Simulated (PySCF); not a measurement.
Compounds:

A. SMILES CC(C)c1cncnn1
B. `c1cn(C2CCC2)nn1`
C. `Cn1nc(Cl)c2ccccc21`

Spectrum 1. 13C{1H} NMR (computed): δ 175.9 (C), 162.0 (CH), 152.8 (CH), 37.8 (CH), 26.1 (CH3).

Spectrum 2. 13C{1H} NMR (computed): δ 145.1 (C), 141.3 (C), 131.3 (CH), 128.6 (C), 125.8 (CH), 125.7 (CH), 112.7 (CH), 37.1 (CH3).

Spectrum 3. 13C{1H} NMR (computed): δ 136.2 (CH), 129.5 (CH), 54.0 (CH), 32.9 (CH2), 14.5 (CH2).

PySCF calculation with shieldings: GIAO PBE0/pcSseg-1 and coordinates at the GFN2-xTB level; single conformer, equivalent nuclei averaged, non-relativistic, in vacuum.

δ = σ(ref) − σ, references computed at the same level: 13C against TMS. Shifts are as computed. Against solution values, carbons near 30 ppm lie about +3 ppm off and those near 130 ppm about +5 ppm; carbons on Cl a further +6 ppm. Of 1211 compounds with measured shifts, 218 miss one by over three times the rms of a fit or turn the order of signals round; such compounds aren't used in these exercises. Carbons bonded to Cl come out too deshielded.

Task: Which spectrum belongs to which compound?

Result: 1–A, 2–C, 3–B.

- Spectrum 1 (A): 5 13C signals; δC 152.8 is an aromatic CH next to a ring nitrogen; δC 37.8 is an sp3 CH on an aromatic ring.
- Spectrum 2 (C): 8 13C signals; δC 131.3 is an aromatic CH; δC 37.1 is a methyl carbon bonded to N.
- Spectrum 3 (B): 5 13C signals; δC 54.0 is an sp3 CH bonded to N; δC 32.9 is an sp3 CH2 in a ring.
